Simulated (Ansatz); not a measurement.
Consider the cleavage of the Ge–Si bond: `[CH3][GeH]([SiH3])[Cl]` + H–F → `[CH3][GeH]([F])[Cl]` + SiH₄.

Isolated molecules relaxed with PBE0-D4/def2-TZVP in Ansatz; ΔE leaves out vibrations. CBS: MP2 limit from def2 TZ/QZ plus the TZ coupled-cluster correction, frozen cores. This one scheme is used for every species. Functionals use def2-TZVPP. For Ge outer-core shells are correlated without core-valence functions, which leaves a few kJ/mol of doubt a bond. Scalar relativity is left out up to krypton.

`[CH3][GeH]([SiH3])[Cl]`:

Cartesian coordinates in Å:
```
C 0.647 -1.669 -0.337
Ge 0.069 -0.179 0.776
Si -0.483 1.804 -0.425
Cl -1.778 -0.809 1.742
H -0.106 -1.880 -1.096
H 0.787 -2.555 0.283
H 1.591 -1.423 -0.827
H 1.063 0.069 1.926
H -1.514 1.480 -1.445
H 0.729 2.332 -1.108
H -1.007 2.830 0.512
```

H–F:

Z-matrix (Å, degrees):
```
F
H 1 0.920
```

`[CH3][GeH]([F])[Cl]`:

Z-matrix (Å, degrees):
```
C
Ge 1 1.926
H 1 1.090 2 110.0
H 1 1.091 2 109.7 3 120.4
H 1 1.090 2 109.0 3 -119.8
F 2 1.735 1 107.6 3 177.3
Cl 2 2.143 1 109.9 3 62.8
H 2 1.532 1 118.5 3 -62.1
```

SiH₄:

```xyz
5

Si    0.000    0.000    0.000
H    -0.699   -0.440   -1.234
H     0.201   -1.166    0.897
H    -0.820    1.024    0.695
H     1.318    0.581   -0.359
```

```
             level  ΔE (kJ/mol)
         revPBE-D4        -43.7
           PBE0-D4        -43.9
SCS-MP2/def2-QZVPP        -62.5
     MP2/CBS(def2)        -49.5
```

(1) What does CCSD(T)/CBS give? (Estimate.)

(2) What do rigid-rotor, harmonic-oscillator terms from PBE0-D4/def2-TZVP frequencies (298.15 K, 1 bar) make of the CCSD(T)/CBS value? (Estimate.)

Largest T1 diagnostic among the species: 0.011.

Answers

(1) The calculation gave: -49.9 kJ/mol. The listed levels differ from it by 6.2, 6.0, -12.6, 0.4 kJ/mol.

(2) The calculation gave: ΔZPE = -2.1 kJ/mol, ΔH = -55.3 kJ/mol, ΔS = -10 J/(mol·K), ΔG = -52.3 kJ/mol.

From BLYP to BHLYP (50 % exact exchange), in def2-TZVPP and without D4, ΔE moves by −3.0 kJ/mol. In def2-TZVPP, CCSD(T) changes the Hartree–Fock value by +29.5 kJ/mol (the triples alone add +2.6 kJ/mol) and MP2 by +30.0 kJ/mol.
